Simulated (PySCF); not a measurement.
Molecule: sum formula SiN2H5Br2 (charge +1, singlet). It need not be the lowest isomer of its formula. 
Structure (B3LYP-D3(BJ)/def2-TZVP (Ansatz) minimum search):
```
Si
N 1 1.6693
H 2 1.0100 1 122.19
H 2 1.0100 3 112.58 1 160.65
N 1 1.9095 2 106.23 3 -100.60
H 5 1.0225 1 112.01 2 180.00
H 5 1.0228 6 107.60 1 -122.21
H 5 1.0228 6 107.60 7 -115.58
Br 1 2.1753 2 114.37 3 9.74
Br 1 2.1753 2 114.37 3 149.06
```
Charge +1, spin multiplicity 1.

Dispersion corrections to the total energy (kcal/mol) from the dftd3 and dftd4 libraries through PySCF: D3(BJ) without and D4 with the three-body term, each with the damping fitted for the functional named.

```
functional  D3(BJ)      D4
----------  ------  ------
B2GP-PLYP    -6.92   -3.07
BHLYP       -11.28       ?
TPSSh        -8.90       ?
CAM-B3LYP    -6.62   -6.31
BLYP             ?  -15.28
r2SCAN       -2.08   -1.64
LC-wPBE      -7.63   -8.03
```

Q: Some entries are withheld; supply them.

A: 
- BHLYP, D4: -9.85
- TPSSh, D4: -8.68
- BLYP, D3(BJ): -16.17
